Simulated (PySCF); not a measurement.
**Mg²⁺: ionisation energy**

Mg²⁺ [Ne] (1S) → Mg³⁺ [He] 2s2 2p5 (2P), as a difference of total energies. Computed with PySCF 2.14 in aug-cc-pVDZ, with the non-relativistic Hamiltonian (point nucleus). Correlated levels: valence: [He] 2s2 frozen. The calculations carry no spin-orbit coupling.

```tsv
method	ionisation energy (eV)	error (eV)
UHF	81.031	+0.887
TPSS	82.390	+2.246
M06-L	82.501	+2.357
MP2 (valence)	81.069	+0.925
SCS-MP2 (valence)	81.067	+0.923
CCSD (valence)	81.067	+0.923
CCSD(T) (valence)	81.068	+0.924
```

Reference: 80.144 eV (measured; NIST Atomic Spectra Database, ionization energies).

Errors of the correlated levels include the incompleteness of this basis and the frozen core.
